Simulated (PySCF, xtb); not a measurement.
CH₁₂N₂Si₃, SMILES [Si]([SiH2][SiH3])(N)(N)C. One conformer was computed; it need not be the lowest.

Harmonic wavenumbers (cm⁻¹) from GFN2-xTB (xtb) at its own minimum, in rising order: 13, 34, 66, 97, 120, 141, 174, 190, 212, 218, 242, 333, 388, 439, 443, 490, 525, 558, 568, 639, 709, 769, 781, 788, 800, 820, 832, 835, 851, 861, 911, 1378, 1500, 1503, 1530, 1536, 2096, 2104, 2210, 2217, 2227, 3041, 3045, 3053, 3462, 3466, 3496, 3504.

Task: What does PBE0-D3(BJ)/def2-SVP (PySCF 2.14.0) give at its own minimum? (The exact figures need the calculation; the answer reports its results.)

Result: 35, 64, 103, 125, 149, 156, 190, 205, 244, 258, 292, 337, 387, 398, 439, 453, 502, 505, 666, 674, 695, 734, 746, 819, 847, 859, 875, 906, 918, 937, 941, 1260, 1427, 1429, 1544, 1546, 2185, 2197, 2209, 2217, 2221, 3053, 3155, 3168, 3598, 3602, 3698, 3708. Paired by order, the mean absolute difference is 52 cm⁻¹ and the zero-point energies are 80.4 and 82.4 kcal/mol.
